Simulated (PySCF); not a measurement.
A small calculation by hand: oscillator strength and radiative lifetime

GeH7NSSi, SMILES [SiH2]([S][GeH3])N.

Coordinates come from a B3LYP-D3(BJ)/def2-SVP optimisation. This is a generated structure with no PubChem entry under its InChIKey; it may be hypothetical. One conformer was computed; it need not be the lowest.

TDA-ωB97X/def2-SVPD in PySCF puts the first singlet state with f over 0.02 at 6.62 eV (vertical), with the transition dipole (-0.450, 0.076, 0.031) in atomic units.

Question: Find the oscillator strength, the wavelength and the radiative lifetime that this transition would have in vacuum if emission retraced absorption.

Answer: 
|μ|² = 0.2092 au, so |μ| = 1.16 D. ΔE = 6.62/27.211 = 0.2433 hartree. f = (2/3) ΔE |μ|² = 0.034 (the program prints 0.034).
λ = 1239.84/6.62 = 187 nm; ν = 53394 cm⁻¹.
Einstein's coefficient A = 0.6670 ν² f s⁻¹ (ν in cm⁻¹) = 6.5e7 s⁻¹, so τ = 1/A = 15 ns. This state is S2; the lower singlet has f = 0.011. The figure is the radiative limit of this one transition; relaxation, internal conversion, crossing to triplets and a medium change what is measured.
